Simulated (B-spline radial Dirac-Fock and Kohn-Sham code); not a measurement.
These are calculated numbers from a radial atomic solver; the model is multi-electron Dirac-Fock with separately optimised hole states, Breit and Lamb-shift corrections added in first order. Free neutral atoms.

Question: Order these X-ray lines by photon energy, lowest first.
A. Hf Lℓ
B. Ho Lβ7
C. Ce Lβ2
D. Ba Lγ3
E. Ho Lγ4
F. Pt Lℓ

Answer: C (5614.8 eV), D (5805.8 eV), A (6954.7 eV), B (8013.7 eV), F (8259.5 eV), E (9373.6 eV).
